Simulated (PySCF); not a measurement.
C11H7NS, SMILES C(#N)c1c(-c2ccccc2)scc1 (GFN2-xTB optimised geometry):

```
20

N      2.756     2.399     0.000
C      2.357     1.323     0.000
C      1.981    -0.030     0.000
C      2.991    -1.033     0.000
C      2.480    -2.285     0.000
S      0.762    -2.285     0.000
C      0.697    -0.548     0.000
C     -0.584     0.129     0.000
C     -1.766    -0.618     0.000
C     -2.997     0.005     0.000
C     -3.078     1.388     0.000
C     -1.916     2.141     0.000
C     -0.680     1.523     0.000
H      4.042    -0.803     0.000
H      3.006    -3.219     0.000
H     -1.713    -1.697     0.000
H     -3.898    -0.591     0.000
H     -4.042     1.876     0.000
H     -1.969     3.219     0.000
H      0.213     2.126     0.000
```

Method: PBE/def2-SVP (PySCF).

### Question
What are the frontier orbital energies and the dipole moment?

### Answer
HOMO-2 -6.71 eV, HOMO-1 -6.57 eV, HOMO -5.73 eV, LUMO -2.67 eV, LUMO+1 -1.36 eV; dipole moment 3.65 D.

Meta-Löwdin charges at PBE/def2-SVP: N1 -0.21, C2 0.09, C3 -0.06, C4 -0.11, C5 -0.23, S6 0.28, C7 -0.08, C8 0.00, C9 -0.11, C10 -0.10, C11 -0.10, C12 -0.10, C13 -0.10, H14 0.13, H15 0.14, H16 0.10, H17 0.11, H18 0.11, H19 0.11, H20 0.12.
